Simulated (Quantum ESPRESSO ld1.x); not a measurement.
Problem. All-electron atom: Ta65+ in [He] 2s2 2p4. All-electron calculation, scalar-relativistic Kohn-Sham, LDA (Slater exchange, Perdew-Zunger correlation), spin-polarised, spherical densities, point nucleus; open shells are filled with parallel spins first. Program: ld1.x of Quantum ESPRESSO 7.5. Some entries of the table are withheld. Estimate them.

orbital,occ.,eigenvalue (eV),<r> (bohr)
1s up,1,(1),0.01864
1s down,1,(2),0.01863
2s up,1,(3),(4)
2s down,1,(5),(6)
2p up,3,-16079.3,0.06828
2p down,1,-16018.9,0.06839

Solution. 
(1) 1s up eigenvalue (eV): -73774.0
(2) 1s down eigenvalue (eV): -73737.7
(3) 2s up eigenvalue (eV): -17408.5
(4) 2s up <r> (bohr): 0.07697
(5) 2s down eigenvalue (eV): -17357.0
(6) 2s down <r> (bohr): 0.07707
